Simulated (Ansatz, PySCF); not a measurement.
Species: CH$_{3}$F$_{3}$OSi (charge 0, singlet). 
Coordinates optimised at B3LYP-D3(BJ)/def2-TZVP (Ansatz, an electronic-structure program):
```xyz
9

Si     0.3974     0.0167    -0.0324
F      0.7139    -1.2546     0.8502
F      0.6104     1.2762     0.8971
F      1.4373     0.0810    -1.2091
O     -1.0735    -0.0319    -0.6578
C     -2.3172    -0.0949     0.0416
H     -3.1087    -0.1210    -0.7042
H     -2.3700    -0.9969     0.6537
H     -2.4480     0.7846     0.6743
```

Wanted: vertical ionisation energy (to the doublet state of charge +1; each state is the SCF solution reached for its spin), in eV. Cores are frozen in the correlated levels unless marked. Open shells are spin-unrestricted. Spin-orbit coupling is left out. No relativistic terms. CBS marks a two-point X^-3 extrapolation of the correlation energy; Hartree-Fock from the larger set.

```
level                                        program  vertical ionisation energy (eV)
-------------------------------------------  -------  -------------------------------
HF/aug-cc-pV(Q+d)Z                            Ansatz                            11.12
PBE/def2-TZVPD                                Ansatz                            11.58
B3LYP/def2-TZVPD                              Ansatz                            12.00
BHLYP/def2-TZVPD                              Ansatz                            12.09
CAM-B3LYP/def2-TZVPD                          Ansatz                            12.16
wB97M-V/def2-TZVPD                            Ansatz                            12.11
wB97X-V/def2-TZVPD                            Ansatz                            12.13
B2PLYP/def2-TZVPD                             Ansatz                            12.14
MP2/aug-cc-pV(D+d)Z                           Ansatz                            12.56
RI-MP2/aug-cc-pV(T+d)Z                        Ansatz                            12.69
RI-MP2/aug-cc-pV(Q+d)Z                        Ansatz                            12.77
RI-MP2/CBS(aug-cc-pV(T+d)Z,aug-cc-pV(Q+d)Z)   Ansatz                            12.82
CCSD/aug-cc-pV(D+d)Z                          Ansatz                            12.17
CCSD(T)/aug-cc-pV(D+d)Z                       Ansatz                            12.18
```

For comparison, minus the highest occupied orbital energy (PySCF): 8.59 eV at TPSSh/def2-TZVPD, 11.14 eV at M06-2X/def2-TZVPD, 13.66 eV at HF/def2-TZVPD.
